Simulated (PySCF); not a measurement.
Bonds (- single, = double, # triple, : aromatic): C1=C2, C2-C3, C3-C4, C4=O5, C3=C6, C6-C7, C7#C8, C8-C9. C1 carries H10, H11; C2 carries H12; C4 carries H13; C6 carries H14; C9 carries H15, H16, H17. Stereochemistry as in C=C/C(C=O)=C\C#CC. H10 is cis to C3; H11 is trans to C3.

PySCF calculation with geometry: GFN2-xTB and σ from GIAO-PBE0/pcSseg-1; one computed conformer, relativity neglected, rapidly exchanging positions averaged, in vacuum.

Problem. Predict the 2D correlation tables (HSQC, COSY, HMBC).

Solution. 

HSQC (one-bond C–H):
| δH | δC |
| --- | --- |
| 10.35 (H13) | 192.2 (C4) |
| 7.44 (H12) | 141.0 (C2) |
| 6.88 (H14) | 130.4 (C6) |
| 6.18 (H10) | 120.7 (C1) |
| 5.70 (H11) | 120.7 (C1) |
| 2.46 (H15/H16/H17) | 7.1 (C9) |

COSY cross peaks (H two or three bonds apart, from the bond graph; peaks can be absent where the dihedral angle is near 90°):
| δH | δH |
| --- | --- |
| 7.44 (H12) | 6.18 (H10) |
| 7.44 (H12) | 5.70 (H11) |
| 6.18 (H10) | 5.70 (H11) |

HMBC (two and three bonds, from the bond graph):
| δH | δC |
| --- | --- |
| 10.35 (H13) | 144.9 (C3), 141.0 (C2), 130.4 (C6) |
| 7.44 (H12) | 192.2 (C4), 144.9 (C3), 130.4 (C6), 120.7 (C1) |
| 6.88 (H14) | 192.2 (C4), 144.9 (C3), 141.0 (C2), 123.3 (C8), 85.6 (C7) |
| 6.18 (H10) | 144.9 (C3), 141.0 (C2) |
| 5.70 (H11) | 144.9 (C3), 141.0 (C2) |
| 2.46 (H15/H16/H17) | 123.3 (C8), 85.6 (C7) |

Shifts are taken against calculated references (same method and geometry level): 1H (31.72 ppm), 13C (186.93 ppm) vs TMS.

Short H···H contacts in this conformer between protons four or more bonds apart (candidates for NOE cross peaks, intensity ∝ r⁻⁶): H10···H13 2.12 Å.

Shifts are as computed. Against solution values, carbons near 30 ppm lie about +3 ppm off and those near 130 ppm about +5 ppm. Of 1211 compounds with measured shifts, 218 miss one by over three times the rms of a fit or turn the order of signals round; such compounds aren't used in these exercises.
